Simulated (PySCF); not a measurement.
## Two-component Hartree-Fock for Se(31+) (selenium, charge +31)

Start: [He] 2s1; 2s1/2 filled at m_j = +1/2. Calculated with PySCF 2.14 in an uncontracted even-tempered set (17 s from 12 bohr⁻², ratio 2.4; 11 p from 15 bohr⁻², ratio 2.4; 5 d from 47 bohr⁻², ratio 2.6; 4 f from 70 bohr⁻², ratio 2.6): generalised Hartree-Fock with the X2C-1e Hamiltonian and a Gaussian nucleus; one run each with spin-orbit coupling (SO) switched off, then screened by Boettger's factors.

```
spinor shell  electrons  ε, spin-free (eV)  ε, screened SO (eV)  weight of nominal j (screened SO)  rms radius, screened SO (bohr)
       1s1/2          2           -15201.4             -15201.4                              1.000                          0.0503
       2s1/2          1            -3638.1              -3638.1                              1.000                           0.194
```

| quantity | spin-free | screened SO |
| --- | --- | --- |
| E (hartree) | -1286.15315 | -1286.15315 |
| M_J | 1/2 | 1/2 |
| ⟨J²⟩ | 0.750 | 0.750 |
| ⟨L²⟩ | 0.000 | 0.000 |
| ⟨S²⟩ | 0.750 | 0.750 |

Each row is a mean over spinors that exchange with the open shell spreads, by up to 21.027 eV (1s1/2).

Without spin-orbit coupling the j labels of p, d and f shells carry no meaning; the spin-free column gives the mean over the occupied spinors of each nl shell.
